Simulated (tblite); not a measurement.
Run record: tight-binding relaxation, `CC(C)[C@@H]([SiH3])C(N)=O`.

Computed with GFN2-xTB geometry optimisation, gas phase (tblite 0.8.0). Start geometry: from a force field or distance geometry. The input is one job of a driver script: a line of settings, then coordinates in Å.

Command:
```bash
OMP_NUM_THREADS=1 python probes_run.py task.json out
```

Input:
```
{"job": {"kind": "relax", "xc": "GFN2-xTB", "basis": "xTB"}, "charge": 0, "multiplicity": 1}
C     -1.778800    -1.053900     0.103000
C     -0.987200     0.201400    -0.209000
C     -1.722100     1.310500     0.491000
C      0.396100    -0.038300     0.299000
Si     1.141800    -1.522900    -0.534200
C      1.326700     1.077700     0.078700
N      2.688300     0.930300     0.537200
O      0.996800     2.160600    -0.489500
H     -1.090300    -1.897700     0.129000
H     -2.244000    -0.876200     1.126800
H     -2.637300    -1.187500    -0.598100
H     -1.023100     0.421200    -1.284700
H     -2.822000     1.014300     0.433800
H     -1.645900     2.289500    -0.001600
H     -1.505800     1.315000     1.565500
H      0.332800    -0.220600     1.425500
H      2.618700    -1.449300    -0.353800
H      0.830900    -1.468900    -1.981700
H      0.737200    -2.784000     0.066300
H      3.447200     1.334500    -0.077000
H      2.930900     0.461400     1.428000
```

Output:
```
step      E/eV     max force
  0    -707.88040    4.202
  1    -708.29197    4.124
  2    -708.47799    0.894
  3    -708.54000    0.671
  4    -708.62762    0.622
  5    -708.68712    0.774
  6    -708.75056    0.742
  7    -708.80004    0.672
  8    -708.84847    0.439
  9    -708.88205    0.456
... (82 lines left out)
 92    -709.27802    0.031
 93    -709.27819    0.048
 94    -709.27829    0.024
 95    -709.27837    0.023
 96    -709.27852    0.026
 97    -709.27867    0.032
 98    -709.27876    0.022
 99    -709.27880    0.020
100    -709.27882    0.012
101    -709.27885    0.010
```

«max force» is the largest atomic force in eV/Å.

From which step on does the largest force stay under 0.1 eV/Å, and how much energy is left to gain from there?

From step 49 (0.088 eV/Å), 19.0 meV above the end.

In short: energy lowered by 32.2 kcal/mol over 101 steps; largest atomic force 0.010 eV/Å at the end.

Where do the atoms end?

0.550 Å rms from the input after alignment:
```
atom  x, y, z in Å
C1    -1.8854   -1.0852    0.1075
C2    -0.9892    0.1201   -0.1530
C3    -1.5139    1.3346    0.6138
C4     0.4687   -0.1552    0.2381
Si5    1.2216   -1.7020   -0.6106
C6     1.3406    0.9925   -0.1925
N7     2.2852    1.3672    0.7090
O8     1.2567    1.5311   -1.2762
H9    -1.6072   -1.9265   -0.5232
H10   -1.8136   -1.3952    1.1487
H11   -2.9222   -0.8303   -0.1021
H12   -1.0055    0.3575   -1.2212
H13   -2.5391    1.5532    0.3229
H14   -0.9063    2.2109    0.4013
H15   -1.4946    1.1484    1.6870
H16    0.5294   -0.2703    1.3249
H17    2.6791   -1.6379   -0.4668
H18    0.8354   -1.7335   -2.0162
H19    0.7483   -2.8973    0.0933
H20    2.9268    2.1015    0.4601
H21    2.3761    0.9336    1.6093
```

The run took 0.84 s on one thread, Arm Neoverse V1 (aarch64), shared host with 32 logical CPUs at a one-minute load of 28.
Labels such as C1 count atoms from 1, the log's own numbers from 0.
